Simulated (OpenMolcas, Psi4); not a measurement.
# How basis sets differ on SnH2F2 (SMILES [F][SnH2][F])

SnH2F2: 5 atoms, total charge 0, spin state singlet. SMILES: `[F][SnH2][F]`. Geometry: relaxed at PBE0-D4/def2-TZVP.

Each level gives the HOMO–LUMO gap (eV). The values are calculated.

```
                        level          kind     program  value (eV)  CPU time
            HF/ANO-R0 (sfX2C)  Hartree–Fock  OpenMolcas       14.37     4.8 s
                    HF/STO-3G  Hartree–Fock        Psi4       19.99     4.1 s
                     HF/3-21G  Hartree–Fock  OpenMolcas       16.27     2.6 s
 HF/def2-SVP (core potential)  Hartree–Fock        Psi4       15.89     7.6 s
HF/def2-TZVP (core potential)  Hartree–Fock  OpenMolcas       15.10      23 s
```

All-electron rows without a relativistic Hamiltonian named are non-relativistic, while core potentials hold scalar relativity, so basis and relativity change together. The values span 14.37 to 19.99 eV. A Hartree–Fock LUMO above zero doesn't converge with the basis: it sinks as sets grow more diffuse. Orbital gaps aren't excitation energies. Times are those of the runs behind each value, whatever else they computed, on shared processors of several kinds: orders of magnitude only.
